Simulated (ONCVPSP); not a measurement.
Mo, ONCV: configuration errors across variants

ONCVPSP 4.0.1 input, shortened (lines: element, Z, core and valence counts, functional; n l f; lmax; l rc ep ncon nbas qcut; lloc lpopt rc5 dvloc0; l nproj debl; icmod fcfact rcfact), PBE, scalar-relativistic:

```
  Mo 42.00    6    4        4      upf
    1    0    2.00
    2    0    2.00
    2    1    6.00
    3    0    2.00
    3    1    6.00
    3    2   10.00
    4    0    2.00
    4    1    6.00
    4    2    5.00
    5    0    0.50
    3
    0    1.65    0.00    4    8    8.00
    1    2.00    0.00    5    8    7.90
    2    1.85    0.00    4    9    7.30
    3    1.85    0.02    4    7    5.90
    4    5    1.20    6.00
    0    2    1.60
    1    3    0.60
    2    2    2.40
    3    2    3.80
    0    0.00    0.00
```

In the p channel the program set the typed energies aside and used -1.533, 0.250, 0.850 Ha.

All-electron excitation energies from the reference (eV): (1) 4s2 4p6 4d5 5s1 -2.727; (2) 4s2 4p6 4d5 5s0 4.163; (3) 4s2 4p6 4d4 5s0 19.625; (4) 4s2 4p6 4d6 5s0 -1.964.

Errors AE − PS in meV (a dash: test not solved or not reliable):

```csv
change,(1),(2),(3),(4),bound ghosts,GHOST(+) flags above zero
base,+0.5,-0.8,-0.3,-1.8,none,none
d: qcut 4.5,+0.7,-0.6,+1.8,-0.7,none,none
d: qcut 5.7,+0.6,-0.7,+0.2,-1.4,none,none
d: qcut 6.9,+0.5,-0.8,+1.2,-3.7,none,d
d: qcut 7.8,+0.5,-0.8,-0.4,-1.8,none,none
d: qcut 9.9,+0.5,-0.9,-0.6,-1.8,none,none
d: qcut 10.8,+0.5,-0.9,-0.6,-1.8,none,none
```

Task: Give the same row for: d: qcut 8.5.

Result: +0.5, -0.9, -0.5, -1.8; bound ghosts: none; GHOST(+) flags above zero: none.
